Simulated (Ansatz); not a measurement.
CH$_{7}$BOSi, SMILES `BO[SiH2]C`. Charge 0, multiplicity 1.

| atom | x (Å) | y (Å) | z (Å) |
| --- | --- | --- | --- |
| B1 | -0.397 | -0.550 | -2.155 |
| O2 | -0.457 | 0.248 | -1.075 |
| Si3 | -0.556 | -0.072 | 0.554 |
| C4 | 0.917 | 0.673 | 1.401 |
| H5 | -0.416 | -1.748 | -2.026 |
| H6 | -0.323 | -0.034 | -3.236 |
| H7 | -1.818 | 0.544 | 1.036 |
| H8 | -0.613 | -1.545 | 0.757 |
| H9 | 0.853 | 0.516 | 2.481 |
| H10 | 1.844 | 0.219 | 1.045 |
| H11 | 0.967 | 1.749 | 1.216 |

Problem. What are the harmonic wavenumbers in cm⁻¹ at PBE0-D4/def2-TZVP (Ansatz, finite differences of forces, unscaled)? (Estimate.)

Solution. Ansatz gave: 58, 153, 190, 231, 305, 504, 669, 730, 765, 769, 880, 931, 964, 1022, 1059, 1228, 1280, 1399, 1444, 1448, 2218, 2234, 2532, 2625, 3052, 3137, 3143.

Problem. Is this a minimum?

Solution. Yes, all 27 modes are real.

Problem. Give the ideal-gas thermochemistry at 298.15 K and 1 bar (rigid rotor, harmonic oscillator; point group C1, symmetry number 1).

Solution. Zero-point energy 209.2 kJ/mol; H(298) − E = 229.2 kJ/mol; entropy 330.8 J/(mol·K), of which translation 162.5, rotation 105.3, vibration 63.0; G(298) − E = 130.6 kJ/mol. Modes under 100 cm⁻¹ are hindered rotations or soft bends, so the harmonic entropy is rough.

Problem. Rotational constants (cm⁻¹)?

Solution. 0.4882, 0.1133, 0.1025.
